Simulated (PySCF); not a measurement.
C₅H₅F. Atoms are numbered in the order given.

```xyz
11

C      2.2504    -0.0522     1.2099
C      1.3198    -0.1163     0.4211
C      0.2002    -0.2197    -0.5241
F     -0.0315     1.0102    -1.1357
C     -1.0535    -0.7256     0.1557
C     -2.2073    -0.0440     0.1760
H      3.0720     0.0124     1.9099
H      0.4898    -0.9374    -1.3311
H     -0.9509    -1.7096     0.6438
H     -3.0979    -0.4487     0.6795
H     -2.2872     0.9384    -0.3133
```
Charge 0, spin multiplicity 1.

Geometry: PBE-D3(BJ)/def2-SVP. The structure was generated by enumeration; whether it is a known compound was not checked. One conformer was computed; it need not be the lowest.

These are PBE-D3(BJ)/def2-SVP run with PySCF values and carry that method's errors.

Frequencies are harmonic and unscaled.

```json
[
 {"mode": "1", "ν (cm⁻¹)": "89", "IR (km/mol)": "0.2", "moving atoms (share of kinetic energy)": "C 67 %, H 28 %"},
 {"mode": "2", "ν (cm⁻¹)": "164", "IR (km/mol)": "1.7", "moving atoms (share of kinetic energy)": "C 58 %, H 25 %, F 16 %"},
 {"mode": "3", "ν (cm⁻¹)": "241", "IR (km/mol)": "1.6", "moving atoms (share of kinetic energy)": "C 64 %, H 25 %, F 11 %"},
 {"mode": "4", "ν (cm⁻¹)": "273", "IR (km/mol)": "1.4", "moving atoms (share of kinetic energy)": "F 44 %, C 39 %, H 17 %"},
 {"mode": "5", "ν (cm⁻¹)": "433", "IR (km/mol)": "2.5", "moving atoms (share of kinetic energy)": "C 67 %, H 30 %"},
 {"mode": "6", "ν (cm⁻¹)": "513", "IR (km/mol)": "13.2", "moving atoms (share of kinetic energy)": "C 68 %, F 18 %, H 14 %"},
 {"mode": "7", "ν (cm⁻¹)": "578", "IR (km/mol)": "0.8", "moving atoms (share of kinetic energy)": "C 50 %, H 35 %, F 16 %"},
 {"mode": "8", "ν (cm⁻¹)": "639", "IR (km/mol)": "35.5", "moving atoms (share of kinetic energy)": "H 78 %, C 22 %"},
 {"mode": "9", "ν (cm⁻¹)": "667", "IR (km/mol)": "12.4", "moving atoms (share of kinetic energy)": "C 52 %, H 33 %, F 15 %"},
 {"mode": "10", "ν (cm⁻¹)": "696", "IR (km/mol)": "27.1", "moving atoms (share of kinetic energy)": "H 77 %, C 23 %"},
 {"mode": "11", "ν (cm⁻¹)": "875", "IR (km/mol)": "20.8", "moving atoms (share of kinetic energy)": "C 75 %, H 21 %"},
 {"mode": "12", "ν (cm⁻¹)": "911", "IR (km/mol)": "27.3", "moving atoms (share of kinetic energy)": "H 70 %, C 30 %"},
 {"mode": "13", "ν (cm⁻¹)": "964", "IR (km/mol)": "37.3", "moving atoms (share of kinetic energy)": "H 56 %, C 29 %, F 15 %"},
 {"mode": "14", "ν (cm⁻¹)": "979", "IR (km/mol)": "21.1", "moving atoms (share of kinetic energy)": "H 87 %, C 13 %"},
 {"mode": "15", "ν (cm⁻¹)": "1006", "IR (km/mol)": "11.3", "moving atoms (share of kinetic energy)": "C 58 %, H 41 %"},
 {"mode": "16", "ν (cm⁻¹)": "1103", "IR (km/mol)": "72.9", "moving atoms (share of kinetic energy)": "C 56 %, H 29 %, F 15 %"},
 {"mode": "17", "ν (cm⁻¹)": "1236", "IR (km/mol)": "18.2", "moving atoms (share of kinetic energy)": "H 73 %, C 26 %"},
 {"mode": "18", "ν (cm⁻¹)": "1258", "IR (km/mol)": "4.6", "moving atoms (share of kinetic energy)": "H 66 %, C 34 %"},
 {"mode": "19", "ν (cm⁻¹)": "1285", "IR (km/mol)": "16.0", "moving atoms (share of kinetic energy)": "H 77 %, C 21 %"},
 {"mode": "20", "ν (cm⁻¹)": "1361", "IR (km/mol)": "8.1", "moving atoms (share of kinetic energy)": "H 83 %, C 17 %"},
 {"mode": "21", "ν (cm⁻¹)": "1675", "IR (km/mol)": "2.7", "moving atoms (share of kinetic energy)": "C 89 %, H 11 %"},
 {"mode": "22", "ν (cm⁻¹)": "2166", "IR (km/mol)": "3.4", "moving atoms (share of kinetic energy)": "C 91 %, H 9 %"},
 {"mode": "23", "ν (cm⁻¹)": "2916", "IR (km/mol)": "16.8", "moving atoms (share of kinetic energy)": "H 92 %"},
 {"mode": "24", "ν (cm⁻¹)": "3087", "IR (km/mol)": "2.5", "moving atoms (share of kinetic energy)": "H 95 %"},
 {"mode": "25", "ν (cm⁻¹)": "3106", "IR (km/mol)": "3.0", "moving atoms (share of kinetic energy)": "H 91 %, C 9 %"},
 {"mode": "26", "ν (cm⁻¹)": "3192", "IR (km/mol)": "1.2", "moving atoms (share of kinetic energy)": "H 89 %, C 11 %"},
 {"mode": "27", "ν (cm⁻¹)": "3406", "IR (km/mol)": "67.0", "moving atoms (share of kinetic energy)": "H 86 %, C 14 %"}
]
```
